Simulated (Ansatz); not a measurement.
Total energies of `[Mo][Mo]`.

Bond lengths: Mo1–Mo2 1.887 Å.

Total charge 0; spin multiplicity 1. Correlated methods include outer-core shells of Mo, which these sets cover unevenly. Mo takes the def2 core potential. The geometry is a stationary point of PBE0-D4/def2-TZVP. Basis def2-TZVPP, Ansatz 0.2.0.

RPA on PBE orbitals: Hartree–Fock energy of these orbitals -134.77583 Eh, correlation -1.55003 Eh (all electrons outside any core potential correlated).

```
             functional  energy without D4 (Eh)  D4 term (kJ/mol)
            LDA (SPW92)              -136.10386                 –
                    PBE              -136.39668              -6.3
                 revPBE              -136.45770             -10.3
                 r2SCAN              -136.37372              -1.0
                 B97M-V              -136.30565                 –
                   PBE0              -136.26888              -5.3
                  B3LYP              -136.35301             -10.6
                r2SCAN0              -136.23775              -1.4
HSE06 (plane-wave form)              -136.27028              -5.3
              CAM-B3LYP              -136.16514              -5.8
                LC-ωPBE              -136.22596                 –
                ωB97X-V              -136.15493                 –
                 B2PLYP              -136.22623                 –
               PBE-QIDH              -136.18550                 –
```

**Question.** Give the same for BLYP, r2SCANh, BHLYP, ωB97M-V. (Best estimate.)

**Answer.** Computed: 
```csv
functional,energy without D4 (Eh),D4 term (kJ/mol)
BLYP,-136.30477,-12.4
r2SCANh,-136.31904,-1.2
BHLYP,-136.01318,-14.2
ωB97M-V,-136.06812,–
```

B3LYP takes the VWN-RPA correlation (the form of Gaussian; ORCA's B3LYP/G). HSE06 is the plane-wave form, built on full-range PBE exchange.

LC-ωPBE has ω = 0.4 bohr⁻¹.
